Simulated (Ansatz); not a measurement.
Program: Ansatz. Geometries: PBE0-D4/def2-TZVP. ΔE: electronic, gas phase. CBS: MP2 limit from def2 TZ/QZ plus the TZ coupled-cluster correction, frozen cores. This one scheme is used for every species, atoms too. For atomizations the MP2-based limit and the directly extrapolated one differ by several kJ/mol either way, and by 10 to 25 for some Ge, Se and Sn compounds, so smaller differences from it don't rank the levels. DFT in def2-TZVPP. No spin–orbit coupling; open shells (•) take unrestricted orbitals. Spin–orbit coupling would lower the free atoms: a little for C, Cl; clearly for Ga, Ge. Bonds to Ga, Ge are less sure, by a few kJ/mol each and by 10 to 20 or more in all where they break to atoms, as the def2 sets lack core-valence functions. Scalar relativity is left out up to krypton. One conformer a species, not always the lowest.

Reaction (atomization): `[Cl][GaH][CH2][GeH3]` → C• + Cl• + Ga• + Ge• + 6 H•

Problem. What is ΔE at CCSD(T)/CBS? (Estimate.)

Solution. Computed: +2984.8 kJ/mol.

Problem. What do these levels give: PBE-D4, revPBE-D4, r2SCAN-D4, B97M-V, r2SCAN0-D4, ωB97M-V, r2SCANh, BHLYP, LC-ωPBE, MP2/def2-SVP, CCSD(T)/def2-SVP, SCS-MP2/def2-QZVPP? (Estimate.)

Solution. Computed: PBE-D4 2956.6, revPBE-D4 2895.1, r2SCAN-D4 2980.6, B97M-V 3000.7, r2SCAN0-D4 2956.5, ωB97M-V 2954.2, r2SCANh 2964.1, BHLYP 2866.9, LC-ωPBE 2945.9, MP2/def2-SVP 2820.1, CCSD(T)/def2-SVP 2813.8, SCS-MP2/def2-QZVPP 2971.9 kJ/mol.

Largest T1 diagnostic among the species: 0.013.

The D4 term adds +38.7 kJ/mol with B3LYP and +20.4 kJ/mol with PBE0; it sums over pairs of atoms, weighted by their polarisabilities, and B3LYP, whose exchange is more repulsive, gets the larger term. From PBE to PBE0 (25 % exact exchange), in def2-TZVPP and without D4, ΔE moves by −5.3 kJ/mol: exact exchange takes away binding that semilocal exchange gives to molecules. Leaving LDA and LC-ωPBE aside and taking each functional with its dispersion term where it has one, the values, not all of them listed here, spread over 106.1 kJ/mol, from BLYP-D4 to B97M-V. LDA lies +402.1 kJ/mol from PBE without D4, its usual overbinding.

B3LYP here is the variant with VWN-RPA as its local correlation; programs differ in this.
